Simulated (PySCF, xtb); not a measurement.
NbOCl3, SMILES [O]=[Nb]([Cl])([Cl])[Cl], multiplicity 1.

Harmonic wavenumbers (cm⁻¹) from GFN2-xTB run with xtb at its own minimum, in rising order: 109, 109, 121, 150, 150, 327, 363, 363, 844.

Problem. What does B3LYP-D3(BJ)/def2-SVP in PySCF 2.14.0 give at its own minimum? (The exact figures need the calculation; the answer reports its results.)

Solution. 105, 105, 129, 219, 219, 390, 442, 442, 1046. Paired by order, the mean absolute difference is 64 cm⁻¹ and the zero-point energies are 3.6 and 4.4 kcal/mol.
